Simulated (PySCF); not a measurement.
Isomers of C7H15P, mass 130.091 u with the commonest isotopes. Theory: PBE0/pcSseg-1 in PySCF (dipole) on a GFN2-xTB geometry, gas phase. One conformer each, none proved a minimum here; rigid rotors.

**Question.** Order these by rotational constant B, largest first.
A. `[CH2:1]=[P:2]1([CH2:3][CH3:4])[CH2:5][CH2:6][CH2:7][CH2:8]1` with C1–P2–C3–C4 -46°, C1–P2–C5–C6 138°, P2–C5–C6–C7 -40°, C5–C6–C7–C8 50°, C6–C7–C8–P2 -36°
B. `[CH3:1][CH2:2]/[CH:3]=[P:4]/[CH2:5][CH2:6][CH2:7][CH3:8]` with C1–C2–C3–P4 -115°, C3–P4–C5–C6 93°, P4–C5–C6–C7 178°, C5–C6–C7–C8 180°
C. `[CH3:1][P:2]1[CH2:3][CH2:4][CH2:5][CH2:6][CH2:7][CH2:8]1` with C1–P2–C3–C4 -175°, P2–C3–C4–C5 60°, C3–C4–C5–C6 -71°, C4–C5–C6–C7 101°

**Answer.** C (1462 MHz), A (1251 MHz), B (536.5 MHz).

**Question.** Order these by dipole moment, largest first.
A. `[CH3:1][P:2]1[CH2:3][CH2:4][CH2:5][CH2:6][CH2:7][CH2:8]1` with C1–P2–C3–C4 -175°, P2–C3–C4–C5 60°, C3–C4–C5–C6 -71°, C4–C5–C6–C7 101°
B. `[CH2:1]=[P:2]1([CH2:3][CH3:4])[CH2:5][CH2:6][CH2:7][CH2:8]1` with C1–P2–C3–C4 -46°, C1–P2–C5–C6 138°, P2–C5–C6–C7 -40°, C5–C6–C7–C8 50°, C6–C7–C8–P2 -36°
C. `[CH3:1][CH2:2]/[CH:3]=[P:4]/[CH2:5][CH2:6][CH2:7][CH3:8]` with C1–C2–C3–P4 -115°, C3–P4–C5–C6 93°, P4–C5–C6–C7 178°, C5–C6–C7–C8 180°

**Answer.** B (3.25 D), C (1.33 D), A (1.16 D).

**Question.** Order these by out-of-plane moment Σ m c² = (Ia + Ib − Ic)/2, largest first.
A. `[CH3:1][P:2]1[CH2:3][CH2:4][CH2:5][CH2:6][CH2:7][CH2:8]1` with C1–P2–C3–C4 -175°, P2–C3–C4–C5 60°, C3–C4–C5–C6 -71°, C4–C5–C6–C7 101°
B. `[CH2:1]=[P:2]1([CH2:3][CH3:4])[CH2:5][CH2:6][CH2:7][CH2:8]1` with C1–P2–C3–C4 -46°, C1–P2–C5–C6 138°, P2–C5–C6–C7 -40°, C5–C6–C7–C8 50°, C6–C7–C8–P2 -36°
C. `[CH3:1][CH2:2]/[CH:3]=[P:4]/[CH2:5][CH2:6][CH2:7][CH3:8]` with C1–C2–C3–P4 -115°, C3–P4–C5–C6 93°, P4–C5–C6–C7 178°, C5–C6–C7–C8 180°

**Answer.** B (87.19 u·Å²), C (37.28 u·Å²), A (34.34 u·Å²).

| SMILES | point group | Ia (u·Å²) | Ib (u·Å²) | Ic (u·Å²) | κ | μa (D) | μb (D) | μc (D) |
| --- | --- | --- | --- | --- | --- | --- | --- | --- |
| CC/C=P/CCCC | C1 | 113.06 | 941.99 | 980.50 | -0.99 | 0.26 | 1.13 | 0.65 |
| CP1CCCCCC1 | C1 | 203.53 | 345.64 | 480.49 | -0.43 | 0.18 | 0.14 | 1.14 |
| C=P1(CC)CCCC1 | C1 | 194.58 | 403.88 | 424.07 | -0.92 | 2.09 | 2.43 | 0.53 |
